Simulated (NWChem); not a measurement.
System meant: C2H6FNSi; SMILES C([SiH2]N)(=C)F

NWChem input:

```
start job
memory heap 200 mb stack 900 mb global 1100 mb
geometry units angstroms noautoz
  C      0.899053     1.881625     0.405713
  C      0.038846     0.957153    -0.023126
  F     -1.247021     1.305242    -0.241955
  Si     0.411605    -0.867597    -0.370828
  N     -0.473649    -2.008798     0.574641
  H      0.586754     2.916450     0.575541
  H      1.940241     1.611317     0.590013
  H      1.873927    -1.024500    -0.117550
  H      0.059667    -1.133762    -1.795581
  H     -0.365822    -2.031158     1.582672
  H     -1.424956    -2.238067     0.309809
end
basis spherical
  C library def2-svp
  F library def2-svp
  Si library def2-svp
  N library def2-svp
  H library def2-svp
end
dft
  odft
  mult 2
  xc pbe0
  iterations 150
  mulliken
end
task dft energy
```

End of the output:

```
 Summary of "ao basis" -> "" (spherical)
 ------------------------------------------------------------------------------
       Tag                 Description            Shells   Functions and Types
 ---------------- ------------------------------  ------  ---------------------
 C                          def2-svp                 6       14   3s2p1d
 F                          def2-svp                 6       14   3s2p1d
 Si                         def2-svp                 8       18   4s3p1d
 N                          def2-svp                 6       14   3s2p1d
 H                          def2-svp                 3        5   2s1p

                                 NWChem DFT Module
                                 -----------------

 Summary of "ao basis" -> "ao basis" (spherical)
 ------------------------------------------------------------------------------
       Tag                 Description            Shells   Functions and Types
 ---------------- ------------------------------  ------  ---------------------
 C                          def2-svp                 6       14   3s2p1d
 F                          def2-svp                 6       14   3s2p1d
 Si                         def2-svp                 8       18   4s3p1d
 N                          def2-svp                 6       14   3s2p1d
 H                          def2-svp                 3        5   2s1p

  number of electrons :                   48
  multiplicity        :                    2
 ------------------------------------------------------------------------
  no. of electrons and multiplicity not compatible                  48
 ------------------------------------------------------------------------
 ------------------------------------------------------------------------
  current input line :
    30: task dft energy
 ------------------------------------------------------------------------
 ------------------------------------------------------------------------
 There is an error in the input file
 ------------------------------------------------------------------------
 For more information see the NWChem manual at https://nwchemgit.github.io

0: no. of electrons and multiplicity not compatible:Received an Error in Communication
```

Problem. What is wrong, and how is it mended?

Solution. The input was rejected before any calculation. Cause: the multiplicity doesn't fit the number of electrons (an even count wants an odd multiplicity, and the reverse). This input runs:
```
start job
memory heap 200 mb stack 900 mb global 1100 mb
geometry units angstroms noautoz
  C      0.899053     1.881625     0.405713
  C      0.038846     0.957153    -0.023126
  F     -1.247021     1.305242    -0.241955
  Si     0.411605    -0.867597    -0.370828
  N     -0.473649    -2.008798     0.574641
  H      0.586754     2.916450     0.575541
  H      1.940241     1.611317     0.590013
  H      1.873927    -1.024500    -0.117550
  H      0.059667    -1.133762    -1.795581
  H     -0.365822    -2.031158     1.582672
  H     -1.424956    -2.238067     0.309809
end
basis spherical
  * library def2-svp
end
dft
  xc pbe0
  iterations 150
  mulliken
end
task dft energy
```
It converges to -523.25529 Ha (PBE0/def2-SVP).
